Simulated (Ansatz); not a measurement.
Computed with Ansatz.

A structure relaxed at PBE0-D4/def2-TZVP, charge 0, multiplicity 1:

```csv
atom,x (Å),y (Å),z (Å)
Si1,-0.596,-0.518,-0.180
C2,0.683,0.776,0.255
Se3,2.412,0.478,0.280
H4,-1.396,-0.032,-1.337
H5,-1.518,-0.687,0.977
H6,0.075,-1.797,-0.506
H7,0.341,1.780,0.512
```

(1) Give its formula and SMILES.

(2) Point group (tolerance 0.08 Å, 0.16 Å for H)?

(3) Summarise the bond lengths by kind.

## Answers

(1) CH4SeSi, `[SiH3]C=[Se]`.

(2) Cs.

(3) 1 × C–Si 1.871 Å; 3 × H–Si 1.480 to 1.489 Å; 1 × C–Se 1.754 Å; 1 × C–H 1.091 Å.
